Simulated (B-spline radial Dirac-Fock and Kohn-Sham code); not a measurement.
X-ray form factors of chlorine in several charge states

These are calculated numbers from a radial finite-basis atomic code; the model is relativistic Hartree-Fock (Dirac-Fock) wave functions, averaged over the configuration.

Configurations: Cl⁵⁺ [Ne] 3s2; Cl⁷⁺ [He] 2s2 2p6; Cl⁸⁺ [He] 2s2 2p5. The first column is f₀ of Cl⁵⁺, the others are differences from it.

| s (Å⁻¹) | Cl⁵⁺ | Δ Cl⁷⁺ | Δ Cl⁸⁺ |
| --- | --- | --- | --- |
| 0 | 12.000 | -2.000 | -3.000 |
| 0.1 | 11.603 | -1.724 | -2.703 |
| 0.2 | 10.614 | -1.085 | -2.005 |
| 0.3 | 9.436 | -0.453 | -1.282 |
| 0.4 | 8.354 | -0.060 | -0.778 |
| 0.5 | 7.431 | +0.086 | -0.515 |
| 0.7 | 5.881 | +0.034 | -0.348 |
| 0.9 | 4.542 | -0.041 | -0.259 |
| 1.1 | 3.457 | -0.047 | -0.161 |
| 1.4 | 2.375 | -0.017 | -0.055 |
